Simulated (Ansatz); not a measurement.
Co₂S. Charge 0, multiplicity 1. Geometry relaxed at B3LYP-D4/def2-TZVP.

```xyz
3

Co   -0.5045    0.5988    1.7225
Co    0.5047   -0.5989   -1.7224
S    -0.0002    0.0000   -0.0001
```

The restricted singlet is unstable towards broken spin symmetry at other levels; at B3LYP-D4/def2-TZVP this wasn't settled. At PBE0-D4/def2-TZVP a quintet of charge 0 lies 5.11 eV below the restricted singlet, each at its own geometry. The structure comes from a short search, and lower isomers may exist.

(1) Estimate the harmonic wavenumbers at RKS B3LYP-D4/def2-TZVP (Ansatz, unscaled). Is this a minimum?

Results:

(1) 119, 119, 321, 741 cm⁻¹. Yes, no mode is imaginary beyond noise. Zero-point energy 7.8 kJ/mol. Run time 47 s (4 threads of Intel Xeon on a shared host).
